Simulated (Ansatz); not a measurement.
F2HInS, SMILES `[F][In]([F])[SH]` at its PBE0-D4/def2-TZVP geometry, where that method's forces vanish. Total charge 0; spin multiplicity 1. In takes the def2 core potential.

```xyz
5

F    -0.8048    1.6272   -0.9811
In   -0.3855    0.2765    0.3379
F    -1.3857    0.5243    1.9689
S     1.1604   -1.4394   -0.0419
H     1.4155   -0.9886   -1.2838
```

(1) What forces (eV/Å) does ωB97M-V/def2-TZVPP give on these atoms in Ansatz? (Estimate.)

## Answers

(1) The calculation gave: 
```
F1  -0.007  0.017 -0.013
In2  0.063 -0.063 -0.028
F3  -0.019  0.006  0.030
S4  -0.017  0.072 -0.081
H5  -0.020 -0.032  0.092
```
